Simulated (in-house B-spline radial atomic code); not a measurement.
Radial electron density of Co4+, [Ar] 3d5. Method: Dirac-Kohn-Sham wB97X, spherical fractional occupations, Fermi nucleus of rms radius 3.7875 fm. Calculated with a B-spline radial code for spherical atoms.

Caution: exact exchange at fractional occupations of open shells leaves self-interaction of up to several eV.

Columns: r (bohr), 4πr²n(r) (electrons per bohr), bar.

```
 0.00215   0.7829 #
 0.00256    1.078 #
 0.00306    1.489 ##
 0.00365    2.038 ##
 0.00436    2.779 ###
 0.00521    3.764 #####
 0.00622    5.045 ######
 0.00742    6.682 ########
 0.00887     8.77 ###########
  0.0106    11.33 ##############
  0.0126    14.28 #################
  0.0151    17.81 #####################
   0.018    21.52 ##########################
  0.0215     25.3 ##############################
  0.0257    28.74 ##################################
  0.0307    31.35 ######################################
  0.0366    32.68 #######################################
  0.0437    32.49 #######################################
  0.0522    30.85 #####################################
  0.0623    28.43 ##################################
  0.0744     26.3 ###############################
  0.0889    25.75 ###############################
   0.106    27.52 #################################
   0.127    31.32 ######################################
   0.151    35.13 ##########################################
   0.181    36.74 ############################################
   0.216    34.18 #########################################
   0.257    27.96 #################################
   0.307    20.45 ########################
   0.367    15.23 ##################
   0.438    14.22 #################
   0.523    16.16 ###################
   0.625    17.93 #####################
   0.746    17.06 ####################
   0.891    13.38 ################
    1.06    8.746 ##########
    1.27    4.653 ######
    1.52     2.04 ##
    1.81   0.7453 #
    2.16   0.2232 
    2.58  0.05484 
    3.08   0.0101
```

On this grid the curve has 3 maxima, near 0.0366, 0.181, 0.625 bohr.

The 3p1/2 radial function P(r) = rR(r), positive near the nucleus, with its small component Q(r) (sign convention: Q ≈ (P' + κP/r)/2c):

| r (bohr) | P | Q |
| --- | --- | --- |
| 0.0018 | 0.001241 | 0.004645 |
| 0.00256 | 0.002192 | 0.006471 |
| 0.00365 | 0.003972 | 0.008982 |
| 0.00521 | 0.007329 | 0.01238 |
| 0.00742 | 0.01359 | 0.01681 |
| 0.0106 | 0.02538 | 0.02251 |
| 0.0151 | 0.04679 | 0.02932 |
| 0.0215 | 0.0847 | 0.03685 |
| 0.0307 | 0.1493 | 0.04405 |
| 0.0437 | 0.2498 | 0.04872 |
| 0.0623 | 0.3895 | 0.04794 |
| 0.0889 | 0.5451 | 0.03875 |
| 0.127 | 0.6416 | 0.02042 |
| 0.181 | 0.5472 | -0.002442 |
| 0.257 | 0.151 | -0.02018 |
| 0.367 | -0.5056 | -0.02436 |
| 0.523 | -1.084 | -0.01526 |
| 0.746 | -1.194 | -0.003403 |
| 1.06 | -0.8202 | 0.002034 |
| 1.52 | -0.3372 | 0.001868 |
| 2.16 | -0.07436 | 0.0005418 |
| 3.08 | -0.007075 | 6.001e-05 |
